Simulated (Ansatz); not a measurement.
The cluster Co2Pt, relaxed as a triplet with UKS PBE-D4/def2-TZVP in Ansatz, starting from the PBE-D4/def2-TZVP geometry of the neutral singlet. Force threshold 0.02 eV/Å.

In the def2 sets Pt takes a core potential; there is no spin–orbit coupling. The charge 0 triplet is spin-contaminated (final ⟨S²⟩ up to 3.24, 2.00 for a pure state). At PBE-D4/def2-TZVP a quintet of charge 0 lies 0.47 eV below the triplet, each at its own geometry. The structure comes from a short search, and lower isomers may exist.

Start:

```tsv
atom	x (Å)	y (Å)	z (Å)
Pt1	-0.4428	-1.3072	-0.1577
Co2	1.0576	0.3071	0.6032
Co3	-0.6149	1.0001	-0.4455
```

**Question.** Estimate the energy that the relaxation releases and the steps that it takes.

**Answer.** 1.6 kcal/mol, in 5 steps; 18 s on 4 threads of Arm Neoverse V1 on a shared host. No frequencies were taken in this run, so the end may be a saddle point.

**Question.** Does the start keep its bonding and symmetry?

**Answer.** By distances, no bond broke or formed. The bond that changes most is Co2–Co3, from 2.09 to 2.20 Å (atoms count from 1). Point group C2v at the start, Cs at the end, both within 0.05 Å.

**Question.** Predict the relaxed structure.

**Answer.** 
Cartesian coordinates in Å:
```
Pt -0.437 -1.313 -0.154
Co 1.094 0.285 0.626
Co -0.656 1.028 -0.472
```
Bond lengths (bridged metal pairs left out): 2 × Co–Pt 2.35 to 2.37 Å; 1 × Co–Co 2.20 Å.
